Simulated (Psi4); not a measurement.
C$_{4}$H$_{12}$Ge (SMILES C[C](C)(C)[GeH3]), singlet, at a GFN2-xTB geometry, with bond 17-5 at 2.0 times its length. Base run: BLYP/STO-3G run with Psi4.

The Psi4 input:
```
memory 2 GB

molecule mol {
0 1
Ge    0.460677    1.062048    0.126699
C    -0.332507   -0.766563   -0.091449
C    -0.545268   -1.389123    1.284141
C     0.620927   -1.633645   -0.906448
C    -1.669228   -0.651054   -0.815967
H     1.773257    1.020525    0.849179
H     0.711167    1.724971   -1.194041
H    -0.437867    1.972646    0.907722
H    -0.977306   -2.385741    1.192862
H     0.401232   -1.474877    1.817090
H    -1.220683   -0.777718    1.881853
H     1.583993   -1.721540   -0.404413
H     0.786838   -1.199652   -1.892032
H     0.212155   -2.635450   -1.038846
H    -1.535079   -0.202146   -1.799709
H    -2.361309   -0.030261   -0.247731
H    -2.574012   -2.616920   -1.079946
}

set {
  basis sto-3g
  reference rks
}

energy('blyp')
print_variables()
```

Each row names what was changed in the base input (with any setting that the change needs).

```csv
change,ΔE vs base (mEh),SCF cycles,grid points,basis functions,outcome
base,0.000,16,358270,50,converged
e_convergence = 1e-10,0.000,17,358270,50,converged
dft_radial_points = 150,-0.054,16,709725,50,converged
guess = modhuckel,0.000,16,358270,50,converged
scf_initial_accelerator = ediis,0.000,16,358270,50,converged
diis_max_vecs = 15,0.000,15,358270,50,converged
scf_type = disk_df,0.000,16,358270,50,converged
dft_radial_points = 35,26.509,16,170270,50,converged
damping_percentage = 20,-,-,-,50,stopped with an error
puream = true,0.000,16,358270,50,converged
dft_spherical_points = 974,-0.010,16,1151975,50,converged
basis_guess = sto-3g,0.000,1,358270,50,converged
scf_type = cd,2.954,16,358270,50,converged
```

- damping_percentage = 20: ended with `Exception: ADIIS minimization failed. File a bug, and include your entire input and output files.`
